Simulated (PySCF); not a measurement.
# Working out the ionisation energy of Ni

Ni [Ar] 3d8 4s2 (3F) → Ni⁺ [Ar] 3d9 (2D). Calculation: PySCF 2.14, in x2c-SVPall; scalar relativity by spin-free X2C-1e. Frozen: [Ar]. Energies in hartree (1 hartree = 27.21139 eV):

```tsv
part	Ni (lower)	Ni⁺ (upper)
UHF	-1518.832768	-1518.532645
MP2 opposite-spin	-0.126224	-0.154492
MP2 same-spin	-0.068475	-0.094030
```

**Question.** What does Hartree-Fock give?

**Answer.** (-1518.532645) − (-1518.832768) = 0.300123 hartree = 8.167 eV.

**Question.** What do MP2 and SCS-MP2 (6/5 opposite-spin, 1/3 same-spin) give?

**Answer.** The opposite-spin parts differ by -0.769 eV and the same-spin parts by -0.695 eV. MP2: 8.167 + (-0.769) + (-0.695) = 6.703 eV. SCS-MP2: 8.167 + 1.2 × (-0.769) + (-0.695)/3 = 7.013 eV.

Reference: 7.640 eV (measured; NIST Atomic Spectra Database, ionization energies), between the lowest levels; spin-orbit coupling is absent from the calculation.

A double-zeta basis recovers only part of the correlation energy.

What remains against the reference includes basis incompleteness, the frozen core and correlation beyond second order.
